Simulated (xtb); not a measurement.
C₄H₁₃AlN, doublet, from a rough starting geometry (GFN-xTB shapes and energies of metal compounds can be far from the true ones) (the spin is typed, not shown lowest); GFN2-xTB (xtb 6.7.1).

Here is a job for xtb.
```
$ xtb mol.xyz --gfn 2 --uhf 1 --opt vtight --json

# file mol.xyz
19

Al    -1.87703289    -1.06937293    -0.46158817
H     -1.41060418    -2.52777981    -0.14359590
H     -1.65615966    -0.77487236    -1.98833769
C     -0.62544182     2.03281231     0.49625422
C      0.31995061     1.12653812    -0.34164096
N      0.10869065    -0.34150026    -0.05463581
C      1.01118725    -1.06474619    -0.88452161
C      0.34960921    -0.58530542     1.31079716
H     -1.65375268     1.54629269     0.43916442
H     -0.23197377     2.08787042     1.49013371
H     -0.69272868     3.00059629     0.01420316
H      0.02966556     1.16729233    -1.36424953
H      1.30749890     1.44696666    -0.23194100
H      0.74796028    -0.83842007    -1.92350026
H      0.84516237    -2.20761609    -0.69787362
H      2.03908099    -0.84309973    -0.72380528
H      1.41236175    -0.35676455     1.61437551
H     -0.30315161    -0.09532058     1.97631877
H      0.33991147    -1.66628614     1.51590106
```

What the program printed (banner, timings and long lists left out):

```
   ID    Z sym.   atoms
    1   13 Al     1
    2    1 H      2, 3, 9-19
    3    6 C      4, 5, 7, 8
    4    7 N      6

           -------------------------------------------------
          |                Calculation Setup                |
           -------------------------------------------------

           -------------------------------------------------
          |                 G F N 2 - x T B                 |
           -------------------------------------------------

          ...................................................
          :                      SETUP                      :
          :.................................................:
          :  # basis functions                  43          :
          :  # atomic orbitals                  42          :
          :  # shells                           26          :
          :  # electrons                        37          :
          :  max. iterations                   250          :
          :  Hamiltonian                  GFN2-xTB          :
          :  restarted?                      false          :
          :  GBSA solvation                  false          :
          :  PC potential                    false          :
          :  electronic temp.          300.0000000     K    :
          :  accuracy                    1.0000000          :
          :  -> integral cutoff          0.2500000E+02      :
          :  -> integral neglect         0.1000000E-07      :
          :  -> SCF convergence          0.1000000E-05 Eh   :
          :  -> wf. convergence          0.1000000E-03 e    :
          :  Broyden damping             0.4000000          :
          :  net charge                          0          :
          :  unpaired electrons                  1          :
          ...................................................

 iter      E             dE          RMSdq      gap      omega  full diag
   1    -19.1946765 -0.191947E+02  0.523E+00    1.80       0.0  T
   2    -19.3279343 -0.133258E+00  0.652E+00    2.01       1.0  T
   3    -19.3466643 -0.187300E-01  0.590E+00    2.10       1.0  T
   4    -19.3455583  0.110603E-02  0.488E+00    2.12       1.0  T
   5    -19.3616212 -0.160630E-01  0.651E-01    2.52       1.0  T
   6    -19.3620224 -0.401192E-03  0.457E-01    2.52       1.0  T
   7    -19.3620825 -0.600643E-04  0.121E-01    2.53       1.0  T
   8    -19.3620850 -0.253309E-05  0.561E-02    2.53       1.0  T
[...]
 * total energy  :   -19.1292718 Eh     change       -0.2371233E-02 Eh
 * total energy  :   -19.1293871 Eh     change       -0.1152794E-03 Eh
 * total energy  :   -19.1294174 Eh     change       -0.3027029E-04 Eh
 * total energy  :   -19.1294270 Eh     change       -0.9619715E-05 Eh
 * total energy  :   -19.1294297 Eh     change       -0.2660435E-05 Eh
 * total energy  :   -19.1294313 Eh     change       -0.1623759E-05 Eh
 * total energy  :   -19.1294323 Eh     change       -0.1052570E-05 Eh
 * total energy  :   -19.1294321 Eh     change        0.2370032E-06 Eh
 * total energy  :   -19.1294328 Eh     change       -0.6678027E-06 Eh
 * total energy  :   -19.1294329 Eh     change       -0.1704869E-06 Eh
 * total energy  :   -19.1294331 Eh     change       -0.1440792E-06 Eh
 * total energy  :   -19.1294332 Eh     change       -0.8083566E-07 Eh
   *** GEOMETRY OPTIMIZATION CONVERGED AFTER 14 ITERATIONS ***
         :: total energy             -19.129433160742 Eh    ::
[...]
     #   Z sym  total        # sym  WBO       # sym  WBO       # sym  WBO
 ---------------------------------------------------------------------------
     1  13 Al   2.353 --     3 H    0.886     2 H    0.883     6 N    0.420
     2   1 H    0.935 --     1 Al   0.883
     3   1 H    0.936 --     1 Al   0.886
     4   6 C    3.994 --     5 C    1.020    10 H    0.985    11 H    0.983
                             9 H    0.945
     5   6 C    3.978 --     4 C    1.020     6 N    0.988    13 H    0.967
                            12 H    0.967
     6   7 N    3.471 --     8 C    1.006     7 C    1.001     5 C    0.988
                             1 Al   0.420
     7   6 C    3.972 --     6 N    1.001    16 H    0.975    14 H    0.973
                            15 H    0.971
     8   6 C    3.977 --     6 N    1.006    17 H    0.975    18 H    0.974
                            19 H    0.974
     9   1 H    0.996 --     4 C    0.945
    10   1 H    0.998 --     4 C    0.985
    11   1 H    0.997 --     4 C    0.983
    12   1 H    0.997 --     5 C    0.967
    13   1 H    0.999 --     5 C    0.967
    14   1 H    0.996 --     7 C    0.973
    15   1 H    0.995 --     7 C    0.971
    16   1 H    0.999 --     7 C    0.975
    17   1 H    0.999 --     8 C    0.975
    18   1 H    0.997 --     8 C    0.974
    19   1 H    0.996 --     8 C    0.974
 ---------------------------------------------------------------------------

Topologies differ in total number of bonds
Writing topology from bond orders to xtbtopo.mol

molecular dipole:
                 x           y           z       tot (Debye)
 q only:        0.896       1.047       0.821
   full:        1.194       1.065       0.809       4.557
molecular quadrupole (traceless):
                xx          xy          yy          xz          yz          zz
 q only:        1.120      -5.888      -1.560      -4.336      -1.863       0.440
  q+dip:        0.606      -5.514      -1.366      -3.664      -2.274       0.760
   full:        2.499      -3.928      -2.158      -2.528      -1.617      -0.342

optimized geometry written to: xtbopt.xyz

           -------------------------------------------------
          | TOTAL ENERGY              -19.129433160742 Eh   |
          | GRADIENT NORM               0.000052362592 Eh/α |
          | HOMO-LUMO GAP               2.613663668633 eV   |
           -------------------------------------------------
```
